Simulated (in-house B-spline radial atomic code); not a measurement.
Configurations of Cs+, with energies counted from [Kr] 4d10 5s2 5p6. Level of theory: scalar-relativistic (X2C) r2SCAN0, spin-polarised, spherical fractional occupations, exact exchange averaged over the configuration, Fermi nucleus of rms radius 4.8041 fm; calculated with a B-spline radial code for spherical atoms. Shells without spins written out take the highest spin.

Occupations are held fixed; configurations that lie above the ionisation limit could autoionise.

```csv
configuration,E - E(ref) (eV),highest orbital,its <r> (bohr)
[Kr] 4d10 4f1 5s1 5p6,34.636,4f up,6.204
[Kr] 4d9 5s2 5p6 6d1,85.44,6d up,8.195
[Ar] 3d10 4s2 4p5 4d10 5s2 5p6 6p1,174.44,6p up,5.483
[Ar] 3d9 4s2 4p6 4d10 5s2 5p6 5d1,734.02,5d up,3.188
```

Q: Order these further configurations by energy, lowest first.
A. [Kr] 4d9 4f1 5s2 5p6
B. [Kr] 4d10 5s1 5p6 6f1
C. [Kr] 4d10 5s2 5p5 5d1
D. [Kr] 4d9 5s2 5p6 6f1
E. [Kr] 4d10 5s1 5p6 6p1

A: C (14.864 eV), E (31.458 eV), B (36.475 eV), A (84.927 eV), D (87.629 eV).
